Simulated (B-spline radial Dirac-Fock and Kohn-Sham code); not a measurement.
The H-like isoelectronic sequence (1 electrons), Z = 69 to 79

The computed values come from an atomic code on a B-spline grid: relaxed Dirac-Fock hole states (ΔSCF) with Breit and QED corrections and a finite nucleus. Binding energies in eV, tabulated ground configurations (1s1 throughout). The model has no electron correlation.

```
  ion  outermost level  NIST ionisation energy
Tm⁶⁸⁺     69387.3 (1s)         69387.45 ± 0.09
Yb⁶⁹⁺     71574.5 (1s)          71574.63 ± 0.1
Lu⁷⁰⁺                ?                       ?
Hf⁷¹⁺     76077.5 (1s)          76077.7 ± 0.11
Ta⁷²⁺     78394.4 (1s)         78394.63 ± 0.12
 W⁷³⁺     80755.7 (1s)         80755.91 ± 0.14
Re⁷⁴⁺     83162.1 (1s)         83162.41 ± 0.24
Os⁷⁵⁺     85614.1 (1s)         85614.42 ± 0.15
Ir⁷⁶⁺     88113.3 (1s)           88113.6 ± 1.4
Pt⁷⁷⁺     90659.5 (1s)         90659.84 ± 0.17
Au⁷⁸⁺     93254.2 (1s)          93254.62 ± 0.2
```

Q: Fill in the row of Lu⁷⁰⁺.

A: outermost 73804.2 (1s), NIST 73804.35 ± 0.24 eV.

NIST's values are for the lowest levels; a dash marks a value that is missing or belongs to another shell. Their kind here: theoretical.
